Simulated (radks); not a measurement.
Dynamic dipole polarisability and lines of the palladium ion Pd17+, [Ar] 3d10 4s1. Calculated with a radial shooting solver on a logarithmic mesh with Libxc functionals: non-relativistic Kohn-Sham, LDA (Slater exchange, VWN5 correlation), spin-polarised, spherical densities, point nucleus; open shells are filled with parallel spins first (spin-orbit coupling, left out, can overturn this in heavy ions). Time-dependent linear response with the Hartree and adiabatic LDA kernel, continuum included through the Sternheimer equations. Lines are the poles of the dipole polarisability below minus the highest occupied eigenvalue, found on a grid refined at the orbital gaps; the lowest seven at most are given, and weak or close lines can be missed. The first line takes the name of the lowest orbital gap if no other gap lies below it; otherwise a line is named after a gap within 0.6 % of it, if that gap stands alone.

photon energy (eV)  alpha (bohr^3)
0                           0.3341
7.190                       0.3459
35.948                       6.055
64.706                     -0.1060
93.464                      0.1556

Lines (eV, oscillator strength): 36.871 (33.63 nm, 4s-4p), f = 0.547; 208.84 (5.937 nm, 4s-5p), f = 0.186; 290.64 (4.266 nm, 4s-6p), f = 0.0605; 334.89 (3.702 nm, 4s-7p), f = 0.0267; 347.27 (3.570 nm, 3d-4p), f = 0.0561. Higher lines, where found, are left out when the end of the mesh affects them. Those listed give 90 % of the static polarisability (sum of f/w^2). Orbital energy gaps for comparison: 4s-4p 34.546 eV; 4s-5p 209.85 eV; 4s-6p 291.07 eV; 4s-7p 335.12 eV; 3d-4p 347.25 eV.
